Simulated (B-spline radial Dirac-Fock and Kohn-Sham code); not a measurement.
Satellites and hypersatellites of the K lines of Cs

System: atomic cesium in the configuration 1s2 2s2 2p6 3s2 3p6 3d10 4s2 4p6 4d10 5s2 5p6 6s1.

Input file task.json (cfg lists n, l and occupation; rrms is the nuclear radius in fm):

```json
{"items": [{
  "Z": 55,
  "q": 0,
  "cfg": [[1, 0, 2], [2, 0, 2], [2, 1, 6], [3, 0, 2], [3, 1, 6], [3, 2, 10], [4, 0, 2], [4, 1, 6], [4, 2, 10], [5, 0, 2], [5, 1, 6], [6, 0, 1]],
  "A": 133,
  "rrms": 4.8041,
  "do": ["binding", "quiet", "double"]
}]}
```

Launch: `python xray_run.py task.json out`

Model: Dirac-Fock ΔSCF + Breit + QED. Program: a radial B-spline solver. Each two-hole energy is an average over J within one jj subconfiguration, not an observable level; in light atoms, where LS coupling holds, the j-resolved values are not observed lines, and for a K spectator the Kα1 hypersatellite is nearly forbidden. Electron correlation is not included.

Lines without a spectator: Kα2 (K-L2) 30622.1 eV, Kα1 (K-L3) 30969.9 eV, Kβ3 (K-M2) 34912.7 eV, Kβ1 (K-M3) 34980.8 eV. Shifts in eV with one spectator hole (a dash: not computed, or left out as unreliable):

```csv
spectator hole,Kα2,Kα1,Kβ3,Kβ1
K (1s),+650.1,+675.7,+832.3,+837.9
L2 (2p1/2),+73.8,+94.3,–,+195.7
L3 (2p3/2),+68.7,+70.0,+168.2,–
M2 (3p1/2),–,+11.54,+25.42,+30.7
M3 (3p3/2),+7.94,–,+25.14,+24.70
M4 (3d3/2),+1.58,-1.41,–,–
M5 (3d5/2),-2.07,+0.23,–,–
```

With n spectator holes in 2p, averaged over the 2p shell (energies in eV):

| n | KαLⁿ | step | hypersatellite KαʰLⁿ |
| --- | --- | --- | --- |
| 0 | 30853.9 | – | 31521.0 |
| 1 | 30930.3 | +76.4 | 31599.0 |
| 2 | 31008.0 | +77.7 | 31678.3 |
| 3 | 31087.1 | +79.1 | 31758.9 |
| 4 | 31167.5 | +80.4 | 31840.9 |
| 5 | 31249.2 | +81.7 | 31924.3 |
